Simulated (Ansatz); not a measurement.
Total energies of C₂H₅GaOSe.

Cartesian coordinates in Å:
```
O -0.4204 -0.5508 1.8836
C 0.3286 -0.1554 0.8645
Se 0.8603 1.6534 0.7498
C 0.4922 -0.9995 -0.2133
Ga -0.4285 0.8251 -1.2211
H -0.6125 0.2156 2.4402
H 0.0273 -1.9788 -0.1883
H 1.3676 -0.8706 -0.8370
H -1.9563 0.8675 -0.9134
H 0.3417 0.9934 -2.5650
```

The species carries charge 0 and has multiplicity 1. Correlated methods include outer-core shells of Ga, Se, which these sets cover unevenly. Scalar relativity is left out up to krypton. The bonds changed during the relaxation, so this is another structure than the one it started from. All single points use the PBE0-D4/def2-TZVP geometry. It is one conformer, not always the lowest. Basis def2-TZVPP, the Gaussian-basis code of Ansatz.

RPA on PBE orbitals: Hartree–Fock energy of these orbitals -4476.56782 Eh, correlation -1.67165 Eh (frozen core).

```json
{"functional": "BLYP", "energy without D4 (Eh)": "-4480.96563", "D4 term (kJ/mol)": "-60.9"}
{"functional": "r2SCAN", "energy without D4 (Eh)": "-4480.81409", "D4 term (kJ/mol)": "-6.3"}
{"functional": "B97M-V", "energy without D4 (Eh)": "-4480.09152", "D4 term (kJ/mol)": "–"}
{"functional": "B3LYP", "energy without D4 (Eh)": "-4480.99994", "D4 term (kJ/mol)": "-45.7"}
{"functional": "r2SCANh", "energy without D4 (Eh)": "-4480.79047", "D4 term (kJ/mol)": "-6.8"}
{"functional": "HSE06 (plane-wave form)", "energy without D4 (Eh)": "-4480.19793", "D4 term (kJ/mol)": "-22.2"}
{"functional": "LC-ωPBE", "energy without D4 (Eh)": "-4480.23368", "D4 term (kJ/mol)": "–"}
{"functional": "ωB97X-V", "energy without D4 (Eh)": "-4480.46631", "D4 term (kJ/mol)": "–"}
{"functional": "ωB97M-V", "energy without D4 (Eh)": "-4480.61488", "D4 term (kJ/mol)": "–"}
{"functional": "PBE-QIDH", "energy without D4 (Eh)": "-4479.52666", "D4 term (kJ/mol)": "–"}
```

Question: Give the same for LDA (SPW92), PBE, revPBE, PBE0, r2SCAN0, BHLYP, CAM-B3LYP, B2PLYP. (An estimate is asked.)

Answer: Ansatz gave: 
| functional | energy without D4 (Eh) | D4 term (kJ/mol) |
| --- | --- | --- |
| LDA (SPW92) | -4473.20581 | – |
| PBE | -4480.08102 | -27.9 |
| revPBE | -4480.52917 | -77.3 |
| PBE0 | -4480.20318 | -23.6 |
| r2SCAN0 | -4480.75715 | -7.6 |
| BHLYP | -4480.77996 | -38.7 |
| CAM-B3LYP | -4481.08188 | -24.3 |
| B2PLYP | -4480.04858 | – |

B3LYP takes the VWN-RPA correlation (the form of Gaussian; ORCA's B3LYP/G). HSE06 is the plane-wave form, built on full-range PBE exchange. The double hybrids freeze the cores in their second-order part.

LC-ωPBE has ω = 0.4 bohr⁻¹.
